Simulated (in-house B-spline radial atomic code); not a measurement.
**Mn IV (Mn3+): [Ar] 3d4**

Method: scalar-relativistic (X2C) revTPSS, spin-polarised, spherical fractional occupations, Fermi nucleus of rms radius 3.7057 fm. Calculated with a B-spline radial code for spherical atoms.

Z_r = [3n² - l(l+1)]/(2<r>); Z_e = n√(-2ε); the last column is Slater's effective charge. Values are occupation-weighted means over spin.

| shell | electrons | ε (eV) | <r> (bohr) | Z_r | Z_e | Slater |
| --- | --- | --- | --- | --- | --- | --- |
| 1s | 2 | -6475.8 | 0.06055 | 24.77 | 21.82 | 24.70 |
| 2s | 2 | -782.94 | 0.2788 | 21.52 | 15.17 | 20.85 |
| 2p | 6 | -666.73 | 0.2471 | 20.23 | 14.00 | 20.85 |
| 3s | 2 | -122.13 | 0.8448 | 15.98 | 8.99 | 13.75 |
| 3p | 6 | -89.91 | 0.8912 | 14.03 | 7.71 | 13.75 |
| 3d | 4 | -42.649 | 1.031 | 10.19 | 5.31 | 5.95 |

The least bound orbital is 3d up at -42.65 eV, and it is also the most diffuse (<r> = 1.031 bohr).
Radii and densities under X2C are those of the two-component orbitals, without the picture-change correction, which makes inner s shells of heavy atoms about 5 % too small.
